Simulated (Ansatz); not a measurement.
Calculated with Ansatz (gas phase, PBE0-D4/def2-TZVP geometries, no zero-point term in ΔE). CCSD(T)/CBS is the MP2 limit (def2-TZVPP, def2-QZVPP) plus CCSD(T) − MP2 in def2-TZVPP, frozen cores. DFT in def2-TZVPP. B3LYP here is the variant with VWN-RPA as its local correlation; programs differ in this. For Ge outer-core shells are correlated without core-valence functions, which leaves a few kJ/mol of doubt a bond. Scalar relativity is left out up to krypton. One conformer a species, not always the lowest.

`BO[SiH2]SC` + `[OH][GeH3]` → `B[O][GeH3]` + `CS[SiH2]O`  (ligand exchange at a B–O bond)

(1) Is it downhill or uphill in electronic energy at CCSD(T)/CBS, and by how much? (Best estimate.)

(2) What do these levels give: ωB97M-V, B2PLYP, PBE0, B3LYP, HF/CBS(def2), CCSD/CBS(def2)? (An estimate is asked.)

Largest T1 diagnostic among the species: 0.013.

## Answers

(1) Ansatz gave: Downhill: ΔE = -0.12 eV.

(2) Ansatz gave: ωB97M-V -0.13, B2PLYP -0.14, PBE0 -0.15, B3LYP -0.15, HF/CBS(def2) -0.11, CCSD/CBS(def2) -0.12 eV.
